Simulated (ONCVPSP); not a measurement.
**Potentials for lead compared**

Generated with ld1.x 7.5 (TM, RRKJ, ultrasoft, PAW), atompaw 4.2 or ONCVPSP 4.0.1. The cutoff is in Ry: for ld1.x and atompaw files where the sum of valence levels is converged to 10 mRy in a Bessel basis, for ONCV files where the hardest occupied wave has 1 mHa per electron of residual kinetic energy. The error is the largest all-electron minus pseudo excitation energy over each file’s own four to seven test configurations (ionisations up to +4, promotions, holes and added fractions of an electron), all of which were solved. The labels leave out finer settings (local radius, basis sizes, second energies), which also bear on the numbers. Spin-polarised tests are not counted. The rows are a selection from randomly drawn settings: files with unsolved tests, undetermined cutoffs or missed reference levels are left out.

A true bound ghost makes a file unfit for plane-wave use even where its test errors are small: the radial tests pick states by their node count and pass the ghost by.

| potential | cutoff (Ry) | largest error (meV) | bound ghosts |
| --- | --- | --- | --- |
| ONCV, PBE, scalar-relativistic, rc 2.00/2.10 (sp), local smoothed, core correction no, reference 6s2, qcut 3.1/3.2, projectors 2/2 | 33 | +569 | none |
| ONCV, PBE, scalar-relativistic, rc 2.05/2.00/1.65 (spd), local smoothed, core correction yes, reference 5d10 6s2, qcut 2.5/3.6/8, projectors 3/3/2 | 69 | -162 | s |
| ONCV, PBE, scalar-relativistic, rc 1.95/2.65/1.30/2.45 (spdf), local smoothed, core correction yes, reference 5d10 6s2 6p2, qcut 3.2/3.3/6.3/5, projectors 2/2/1/2 | 70 | -101 | s, p |
| ONCV, PBEsol, scalar-relativistic, rc 1.55/1.35/1.30 (spd), local smoothed, core correction yes, reference 5s2 5p6 5d10 6s2 6p2, qcut 8.8/12.3/8.5, projectors 2/2/3 | 94 | -25 | none |

**Question.** Fill in the row for Pb: ONCV, Wu-Cohen, fully relativistic, rc 1.60/1.30/1.15 (spd), local smoothed, core correction yes, reference 5s2 5p6 5d10 6s2 6p1.75, qcut 9.2/8.4/8.3, projectors 3/3/2.

**Answer.** cutoff 65 Ry, largest error -533 meV, bound ghosts: none.

**Question.** Fill in the row for Pb: ONCV, PBE, scalar-relativistic, rc 1.55/2.25/1.55 (spd), local d, core correction yes, reference 6s2 6p2, qcut 3.6/3.6/7.3, projectors 2/2/0.

**Answer.** cutoff 85 Ry, largest error -759 meV, bound ghosts: s.

**Question.** Fill in the row for Pb: ONCV, LDA (Perdew-Wang 92), scalar-relativistic, rc 1.35/1.60/2.00 (spd), local smoothed, core correction yes, reference 5s2 5p6 5d10 6s2 6p2, qcut 9.8/6.9/6.7, projectors 2/2/2.

**Answer.** cutoff 68 Ry, largest error -27 meV, bound ghosts: none.
